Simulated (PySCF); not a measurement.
C4H5FO, SMILES [C@@H]1(C(F)=CO1)C.

Geometry: PBE-D3(BJ)/def2-SVP. The structure was generated by enumeration; whether it is a known compound was not checked.

These are PySCF with PBE-D3(BJ)/def2-SVP values and carry that method's errors.

Harmonic, unscaled wavenumbers; measured fundamentals usually lie a few per cent lower.

| mode | ν (cm⁻¹) | IR (km/mol) | moving atoms (share of kinetic energy) |
|---|---|---|---|
| 1 | 182 | 1.6 | C 44 %, F 30 %, H 23 % |
| 2 | 237 | 0.3 | H 89 % |
| 3 | 252 | 4.0 | C 56 %, H 33 %, O 8 % |
| 4 | 358 | 2.3 | C 50 %, F 22 %, O 15 %, H 13 % |
| 5 | 451 | 7.0 | C 42 %, O 27 %, H 19 %, F 11 % |
| 6 | 567 | 16.9 | C 62 %, H 26 %, O 11 % |
| 7 | 673 | 12.5 | F 49 %, C 28 %, O 14 %, H 10 % |
| 8 | 783 | 23.0 | H 68 %, C 31 % |
| 9 | 804 | 6.9 | C 42 %, H 28 %, O 26 % |
| 10 | 838 | 28.6 | C 42 %, H 29 %, O 28 % |
| 11 | 987 | 48.0 | C 35 %, H 33 %, O 31 % |
| 12 | 1011 | 21.6 | H 71 %, C 24 % |
| 13 | 1052 | 6.0 | C 48 %, H 45 % |
| 14 | 1119 | 10.8 | C 59 %, H 38 % |
| 15 | 1140 | 6.6 | H 77 %, C 18 % |
| 16 | 1246 | 3.2 | C 47 %, H 42 %, O 11 % |
| 17 | 1257 | 84.5 | C 45 %, H 43 % |
| 18 | 1327 | 34.1 | H 50 %, C 46 % |
| 19 | 1347 | 21.0 | H 52 %, C 47 % |
| 20 | 1407 | 11.1 | H 91 %, C 9 % |
| 21 | 1412 | 6.2 | H 95 % |
| 22 | 1715 | 79.7 | C 91 % |
| 23 | 2979 | 11.7 | H 97 % |
| 24 | 3002 | 14.5 | H 92 % |
| 25 | 3071 | 6.7 | H 91 %, C 9 % |
| 26 | 3085 | 9.5 | H 90 %, C 10 % |
| 27 | 3185 | 2.6 | H 90 %, C 10 % |
